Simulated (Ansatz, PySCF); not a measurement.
Lewis adduct: AlH3 (SMILES [AlH3]) (first 4 atoms) with H2S (SMILES S); geometry from B3LYP-D3(BJ)/def2-TZVP, rigid monomers moved along the line of their centres of mass till Al1···S5 is 2.96 Å.
(charge 0, multiplicity 1):
```xyz
7

Al    -0.2520    -0.1264     0.4923
H     -1.0017    -1.4932     0.8004
H     -1.1170     1.1968     0.3387
H      1.1968    -0.1837    -0.1560
S      0.6987     0.4818     3.2313
H      1.2046    -0.7269     3.5335
H     -0.4482     0.2460     3.8924
```

Monomers are frozen at their geometry in the pair; levels with a basis set take the counterpoise correction.

Frozen-core correlation. CBS(a, b) extrapolates the correlation energy as X⁻³ and adds the Hartree–Fock energy of set b.

Programs: Ansatz (Gaussian orbitals); PySCF for the dispersion terms. Values without a source in brackets are computed.

PBE/def2-TZVPPD gives -12.35 kcal/mol for the interaction energy.

### Question
Where do these levels fall relative to PBE: PBE-D3(BJ)/def2-TZVPPD, r2SCAN/def2-TZVPPD, PBE0/def2-TZVPPD, wB97M-V/def2-TZVPPD, MP2/CBS(aug-cc-pV(D+d)Z, aug-cc-pV(T+d)Z), CCSD(T)/CBS(aug-cc-pV(D+d)Z, aug-cc-pV(T+d)Z).

### Answer
PBE-D3(BJ)/def2-TZVPPD -1.18; r2SCAN/def2-TZVPPD -0.75; PBE0/def2-TZVPPD 0.07; wB97M-V/def2-TZVPPD -0.18; MP2/CBS(aug-cc-pV(D+d)Z, aug-cc-pV(T+d)Z) 0.18; CCSD(T)/CBS(aug-cc-pV(D+d)Z, aug-cc-pV(T+d)Z) 0.35 kcal/mol. 3 of 6 lie above PBE; the widest gap is to PBE-D3(BJ)/def2-TZVPPD.

Ansatz is a program for electronic structure.
